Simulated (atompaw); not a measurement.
## In: one change to a PAW (atompaw) potential, before and after

atompaw 4.2.0.5 input, output lines left out:

```
In 49
GGA-PBESOL scalarrelativistic loggrid 1500 logderivrange -3 5 201
5 5 4 0 0 0
5 1 1
0 0 0
c
c
c
c
v
c
c
c
v
c
v
2
2.90 2.80 2.80 1.90
y
-0.3
n
y
2
n
y
0.9
n
custom polynom vanderbiltortho sinc
3 0 ultrasoft
1.70
1.70
2.90
2.90
2.90
2.90
```

All-electron outer shells of the reference configuration (PBEsol, scalar-relativistic, ld1.x):

| shell | level (eV) | outermost node (bohr) | outermost maximum (bohr) |
| --- | --- | --- | --- |
| 4s | -119.51 | 0.41 | 0.77 |
| 4p | -78.02 | 0.42 | 0.82 |
| 4d | -18.59 | 0.40 | 0.94 |
| 5s | -8.25 | 1.02 | 2.16 |
| 5p | -2.52 | 1.14 | 2.85 |

Change: augmentation sinc compensation charge, radius 2.80 bohr; PAW radius 2.90 bohr; waves and projectors: modrrkj vanderbiltortho.

Cutoffs: the cutoffs (Ry, on a coarse ladder) from which the occupation-weighted sum of valence levels, in a spherical-Bessel basis at the reference potential, stays within 10 and 1 mRy of its value at 400 Ry; they do not see the model core or the augmentation charge, which bear on the density cutoff.

Q: What does the change do?

A: The potential gets harder (18 Ry and 30 Ry → 30 Ry and 30 Ry); both files keep a bound ghost (s); the range in which the s phases agree narrows (upper end at the end of the scan → 2.4); the range in which the d phases agree narrows (upper end 4.2 → 0.8).

| quantity | base | changed |
| --- | --- | --- |
| cutoff, loose | 18 Ry | 30 Ry |
| cutoff, tight | 30 Ry | 30 Ry |
| loose cutoff by channel (10 mRy a level) | s 15 Ry, p 6 Ry, d 10 Ry | s 10 Ry, p 6 Ry, d 8 Ry |
| bound ghosts | s | s |
| s: phases at 2.92 bohr within 0.05 rad from the reference energy up to (Ry; the scan ends near 5) | to the end of the scan | 2.4 |
| p: phases at 2.92 bohr within 0.05 rad from the reference energy up to (Ry; the scan ends near 5) | 3.8 | n/a |
| d: phases at 2.92 bohr within 0.05 rad from the reference energy up to (Ry; the scan ends near 5) | 4.2 | 0.8 |
| lowest overlap eigenvalue by channel | s 0.99, p 0.44, d 0.92 | s 0.04, p 0.39, d 1.00 |

 A true bound ghost makes a file unfit for plane-wave use even where its test errors are small: the radial tests pick states by their node count and pass the ghost by. The cutoffs see the waves, projectors and local potential, not the compensation charge or the core.
